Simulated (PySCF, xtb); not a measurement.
CBr3, SMILES Br[C](Br)Br, multiplicity 2.

Geometry optimised at PBE-D3(BJ)/def2-SVP. The isomer is the one that the SMILES or the coordinates give; other isomers of the formula were not compared.

The numbers are results of C-PCM-B3LYP/def2-SVP (PySCF), not measurements.

The values are the electrostatic part of the solvation free energy, E(continuum) − E(gas) at the gas-phase geometry, in a cavity of scaled van der Waals radii (PySCF's table); cavitation and dispersion terms are not included. The dipole moment in vacuum is 0.32 D.

Computed values in water (ε = 78.36), 2-propanol (ε = 19.26), acetonitrile (ε = 35.69):
```json
[
 {"solvent": "water", "ε": "78.36", "ΔG(elec) (kcal/mol)": "-1.1", "dipole (D)": "0.40"},
 {"solvent": "2-propanol", "ε": "19.26", "ΔG(elec) (kcal/mol)": "-1.0", "dipole (D)": "0.40"},
 {"solvent": "acetonitrile", "ε": "35.69", "ΔG(elec) (kcal/mol)": "-1.1", "dipole (D)": "0.40"}
]
```

For comparison, GFN2-xTB/ALPB(water) (xtb, at the GFN2-xTB geometry, all terms of that model) gives -0.4 kcal/mol.
